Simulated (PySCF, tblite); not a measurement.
Question: Give a GFN2-xTB geometry of `c1nc(C=O)cpc1`.

Answer: 
```xyz
12
C5H4NOP angstrom
O     -3.1000   -0.0959    0.1401
C     -2.1073   -0.6693   -0.2225
C     -0.7228   -0.1675   -0.0445
C     -0.5241    1.0527    0.5847
P      1.0348    1.7619    0.8598
C      2.0049    0.5124    0.1419
C      1.4911   -0.6381   -0.4311
N      0.2207   -0.9719   -0.5271
H     -2.1403   -1.6472   -0.7340
H     -1.4081    1.5819    0.9186
H      3.0788    0.6469    0.1454
H      2.1734   -1.3667   -0.8574
```

Orientation and origin are arbitrary. Atoms count from 1 in this order. Of the pairs four or more bonds apart, O1···H10 is among the closest relative to their van der Waals radii: 2.51 Å, 92 % of the sum of Bondi's values. The C–C distances run from 1.384 Å (C6–C7, aromatic) to 1.483 Å (C2–C3, drawn single), a spread of 0.099 Å. The 6-membered ring C3–C4–P5–C6–C7–N8 has internal angles of 98.2° to 126.8° (sum 720°, against 720° for a flat polygon); it is planar, 0.00 Å rms from its mean plane, widest ring torsion 0°. The 8 heavy atoms lie in one plane (0.000 Å rms).

Bonds between heavy atoms (Å): O1=C2 1.202, C2–C3 1.483, C3–C4 1.387, C4–P5 1.735, P5–C6 1.737, C6–C7 1.384, C7–N8 1.317, C3–N8 1.330.

Computed geometry: GFN2-xTB, gas phase.

Point group: Cs (tolerance 0.08 Å). Its GFN2-xTB frequencies are all real (lowest 92 cm⁻¹). The numbers are those of one conformer (O1–C2–C3–C4 0°).
